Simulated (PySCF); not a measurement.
**How the method moves the HOMO and LUMO of `B[C@H]1CO[SiH2]O1`**

C2H7BO2Si.
Atom-mapped SMILES: `[BH2:1][C@H:2]1[CH2:3][O:4][SiH2:5][O:6]1` (hydrogens: H7, H8 on B1; H9 on C2; H10, H11 on C3; H12, H13 on Si5)

Structure used (PBE0-D3(BJ)/def2-SVP), in Å, numbered top down from 1:
```
atom  x, y, z in Å
B1     2.0767   -0.2270   -0.2307
C2     0.5860   -0.2604    0.2055
C3    -0.1375    1.0951    0.3391
O4    -1.5227    0.8294    0.4238
Si5   -1.8568   -0.6230   -0.3466
O6    -0.2671   -1.1114   -0.5530
H7     2.5204   -1.0121   -1.0302
H8     2.8052    0.5705    0.3146
H9     0.6881   -0.6791    1.2420
H10    0.1966    1.6357    1.2378
H11    0.0663    1.7377   -0.5384
H12   -2.6617   -1.4978    0.5484
H13   -2.5220   -0.4757   -1.6690
```

Basis pcSseg-1 throughout (PySCF), one geometry. Isolated species at its PBE0-D3(BJ)/def2-SVP geometry (one conformer only).

Question: How do the orbital energies, the gap and the dipole change with the method?

Answer: 
| method | kind | HOMO (eV) | LUMO (eV) | gap (eV) | μ (D) | SCF cycles |
| --- | --- | --- | --- | --- | --- | --- |
| BLYP | GGA | -6.40 | -2.57 | 3.82 | 0.76 | 15 |
| OPBE | GGA | -6.49 | -2.49 | 4.01 | 0.74 | 15 |
| PBE | GGA | -6.51 | -2.72 | 3.79 | 0.75 | 15 |
| B97-D | GGA | -6.54 | -2.49 | 4.05 | 0.77 | 15 |
| BP86 | GGA | -6.63 | -2.76 | 3.87 | 0.79 | 15 |
| KT2 | GGA | -6.63 | -2.73 | 3.90 | 0.73 | 15 |
| KT3 | GGA | -6.65 | -2.61 | 4.04 | 0.69 | 16 |
| LDA | LDA | -6.65 | -3.03 | 3.62 | 0.80 | 14 |
| B97-2 | global hybrid | -7.77 | -1.66 | 6.10 | 0.81 | 13 |
| B3LYP | global hybrid | -7.79 | -1.94 | 5.85 | 0.82 | 13 |
| PBE0 | global hybrid | -8.03 | -1.70 | 6.33 | 0.82 | 13 |
| mPW1PW91 | global hybrid | -8.07 | -1.68 | 6.40 | 0.83 | 13 |
| CAM-B3LYP | range-separated hybrid | -9.45 | -0.60 | 8.85 | 0.87 | 12 |
| BHandHLYP | global hybrid | -9.47 | -0.65 | 8.82 | 0.89 | 12 |
| wB97X-D | range-separated hybrid | -9.94 | 0.25 | 10.19 | 0.86 | 13 |
| LC-wPBE | range-separated hybrid | -10.80 | 0.66 | 11.46 | 0.92 | 13 |
| HF | Hartree–Fock | -11.74 | 1.90 | 13.64 | 0.99 | 11 |

The HOMO spans 5.34 eV, from BLYP down to HF, and the gap runs from 3.62 eV (LDA) to 13.64 eV (HF). Over the methods BLYP (0 %), OPBE (0 %), PBE (0 %), B97-D (0 %), BP86 (0 %), KT2 (0 %), KT3 (0 %), LDA (0 %), B97-2 (21 %), B3LYP (20 %), PBE0 (25 %), mPW1PW91 (25 %), BHandHLYP (50 %), HF (100 %), a straight line through the gap against the share of exact exchange rises by 0.98 eV for each 10 % (correlation coefficient 0.999). The dipole ranges from 0.69 D (KT3) to 0.99 D (HF). This basis has no diffuse functions.
